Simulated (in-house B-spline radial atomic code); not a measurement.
Configurations of neutral nitrogen, with energies counted from [He] 2s2 2p3. Level of theory: Dirac-Hartree-Fock, average of configuration, Fermi nucleus of rms radius 2.5582 fm; calculated with an all-electron radial atomic-structure program (B-spline basis). Energies include first-order Breit, QED and recoil terms.

Occupations are held fixed; configurations that lie above the ionisation limit could autoionise.

```
   configuration  E - E(ref) (eV)  highest orbital  its <r> (bohr)
[He] 2s2 2p2 3s1           8.3653            3s1/2           5.452
[He] 2s2 2p2 4d1           11.347            4d3/2            20.8
[He] 2s2 2p2 6s1           11.637            6s1/2           36.16
[He] 2s2 2p2 5d1           11.655            5d3/2           34.24
[He] 2s2 2p2 5g1           11.658            5g9/2            27.5
[He] 2s1 2p3 4f1           23.576            4f7/2              18
[He] 2s1 2p3 5d1           23.878            5d3/2            34.2
[He] 2s1 2p3 5f1           23.882            5f7/2            31.5
[He] 2s1 2p3 6g1           24.048            6g9/2              44
```

Q: Order these further configurations by energy, lowest first.
A. [He] 2s1 2p3 5g1
B. [He] 2s2 2p2 4s1
C. [He] 2s2 2p2 3d1
D. [He] 2s2 2p2 6f1
E. [He] 2s1 2p4

A: B (10.584 eV), C (10.681 eV), D (11.825 eV), E (13.05 eV), A (23.882 eV).

Q: How far above the reference does [He] 2s1 2p3 3d1 lie?

A: 22.903 eV; its least bound orbital is 3d3/2 with <r> = 10.35 bohr.

Q: How far above the reference does [He] 2s1 2p3 6d1 lie?

A: 24.046 eV; its least bound orbital is 6d3/2 with <r> = 50.63 bohr.

Q: How far above the reference does [He] 2s2 2p2 6d1 lie?

A: 11.823 eV; its least bound orbital is 6d3/2 with <r> = 50.69 bohr.
